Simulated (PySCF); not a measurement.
C3H8BNO, SMILES C[C@H]1COB1N. Atoms are numbered in the order given.

```xyz
14

C     -1.5450    -1.1851     0.6552
C     -0.6791    -0.4834    -0.3884
C     -0.8617     1.0473    -0.5554
O      0.5235     1.3716    -0.2393
B      0.7920     0.0244    -0.0297
N      2.0133    -0.5256     0.3812
H     -1.2073    -2.2220     0.8157
H     -1.4956    -0.6697     1.6287
H     -2.6057    -1.2268     0.3529
H     -0.7451    -1.0053    -1.3580
H     -1.1198     1.3982    -1.5683
H     -1.5425     1.5138     0.1771
H      2.8342     0.0419     0.5636
H      2.1556    -1.5186     0.5145
```
Charge 0, spin multiplicity 1.

The structure is a stationary point at TPSSh-D3(BJ)/def2-SVP. The structure was generated by enumeration; whether it is a known compound was not checked. Other conformers were not sampled.

Level of theory: PBE0/def2-TZVP run with PySCF.

ESP charges are fitted to the potential on shells at 1.4 to 2.0 van der Waals radii. Atomic charges (e):

```csv
atom,Löwdin,Mulliken,ESP fit,meta-Löwdin
C1,-0.29,-0.40,-0.53,-0.33
C2,-0.20,-0.18,0.12,-0.23
C3,-0.20,-0.01,-0.12,0.01
O4,0.31,-0.32,-0.40,-0.43
B5,-0.81,0.28,0.60,0.32
N6,0.04,-0.51,-1.18,-0.49
H7,0.12,0.12,0.13,0.11
H8,0.13,0.12,0.14,0.11
H9,0.12,0.12,0.12,0.11
H10,0.16,0.10,0.00,0.11
H11,0.12,0.10,0.09,0.11
H12,0.12,0.09,0.11,0.10
H13,0.19,0.24,0.47,0.25
H14,0.18,0.24,0.43,0.25
```

Computed Mayer and Wiberg (Löwdin basis) orders of the bonds:
```csv
bond,Mayer,Wiberg
C1–C2,0.97,1.24
C2–C3,1.01,1.11
C3–O4,0.96,1.28
C2–B5,1.01,1.07
O4–B5,1.22,1.75
B5–N6,1.34,1.83
C1–H7,0.97,0.90
C1–H8,0.97,0.90
C1–H9,0.97,0.91
C2–H10,0.93,0.78
C3–H11,0.94,0.89
C3–H12,0.94,0.88
N6–H13,0.90,0.89
N6–H14,0.91,0.90
```
